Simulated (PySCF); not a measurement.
Al(Me)(OH)2 (CH5AlO2), SMILES [CH3][Al]([OH])[OH].

Coordinates come from a PBE-D3(BJ)/def2-SVP optimisation. The isomer is the one that the SMILES or the coordinates give; other isomers of the formula were not compared. One conformer was computed; it need not be the lowest.

Two levels are set side by side: PBE/def2-TZVP (PySCF) and M06-2X/def2-TZVP (PySCF). Same geometry, gas phase. Differences are taken from unrounded values.

```tsv
quantity	M06-2X
orbital gap (eV)	10.18
highest occupied level (eV)	-9.82
lowest empty level (eV)	0.36
dipole moment (D)	1.75
mean polarisability (bohr³)	42.0
```

Q: What does PBE give, and how far is it from M06-2X? (Estimate from the structure and the level; the computed values follow.)

A: 
```csv
quantity,PBE,PBE minus M06-2X
orbital gap (eV),6.08,-4.10
highest occupied level (eV),-7.09,2.73
lowest empty level (eV),-1.01,-1.38
dipole moment (D),1.63,-0.12
mean polarisability (bohr³),45.7,3.7
```

Without exact exchange PBE keeps part of each electron's self-repulsion, which lifts occupied levels and narrows the gap. Loosely held outer electrons make PBE densities more polarisable. Differences between two approximate levels are no errors against the true value.

Rough cost on one machine, each run with all the roots and properties that it gave: M06-2X against PBE about 4 times.
